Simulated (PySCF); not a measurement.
CH₇FSi₂, SMILES F[SiH2]C[SiH3].

Coordinates come from a PBE-D3(BJ)/def2-SVP optimisation. Other conformers were not sampled.

The numbers are results of SMD-PBE0/def2-SVP (PySCF), not measurements.

Solvation free energies are E(SMD) − E(gas) at the gas-phase geometry, for 1 M in both phases. In vacuum the dipole moment is 2.03 D.

Q: Estimate the solvation free energies in water, N,N-dimethylformamide, n-hexane. (An estimate is asked for; the answer gives what the named calculation found.)

A: 
```json
[
 {"solvent": "water", "ΔG(solv) (kcal/mol)": "1.2", "its non-electrostatic (CDS) part": "4.0", "dipole (D)": "2.67"},
 {"solvent": "N,N-dimethylformamide", "ΔG(solv) (kcal/mol)": "-2.0", "its non-electrostatic (CDS) part": "0.8", "dipole (D)": "2.65"},
 {"solvent": "n-hexane", "ΔG(solv) (kcal/mol)": "-1.5", "its non-electrostatic (CDS) part": "-0.5", "dipole (D)": "2.23"}
]
```
